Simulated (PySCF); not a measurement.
C3H6AlBrO.
Cartesian coordinates in Å at the PBE0-D3(BJ)/def2-SVP level; atoms count from 1:
```xyz
12
C3H6AlBrO angstrom
C     -2.3665    0.3326    0.0979
O     -1.3217   -0.4211    0.6637
C     -0.0742   -0.0922    0.3207
C      1.0074   -0.7891    0.7268
Al     2.7913   -0.2907    0.2732
Br     3.0804    1.5808   -0.9820
H     -3.3006   -0.0216    0.5517
H     -2.4247    0.1858   -0.9942
H     -2.2539    1.4094    0.3113
H      0.0114    0.7995   -0.3209
H      0.7929   -1.6654    1.3531
H      4.1005   -1.0580    0.7099
```

Computed with PBE0-D3(BJ)/def2-SVP geometry optimisation, gas phase (PySCF).

Q: Which atoms are bound to Al5, and at what distances?

A: 3 atoms: H12 1.579 Å, C4 1.907 Å, Br6 2.272 Å. The nearest atom not counted as bound is H11, at 2.66 Å.

Q: List the angles at Al5.

A: 
```tsv
angle	degrees	distance of the outer atoms (Å)
C4–Al5–H12	125.6	3.10
C4–Al5–Br6	117.8	3.58
Br6–Al5–H12	116.6	3.30
```

Q: What is the shape at Al5?

A: Planar: angles 125.6°, 117.8° and 116.6°, sum 360.0°, 0.01 Å off the plane of its three neighbours.

Q: What are the other bond lengths?

A: C1–O2 1.407 Å; O2–C3 1.335 Å; C3=C4 1.349 Å; C1–H7, C1–H8, C1–H9 1.101 Å; C3–H10 1.102 Å; C4–H11 1.098 Å.

Q: Give some angles away from the centre.

A: C1–O2–C3 117.3°, O2–C3–C4 123.0°, C3–C4–Al5 122.9°.

Q: What are the rotational constants (commonest isotopes, rigid rotor)?

A: A = 3669, B = 683.2, C = 578.2 MHz: a near-prolate asymmetric top.

Point group: near Cs, missed by 0.34 Å at most; the miss may be what the optimiser left on a soft mode. Charge 0, singlet. Not checked by PBE0-D3(BJ)/def2-SVP frequencies.

One conformer stands for the species.
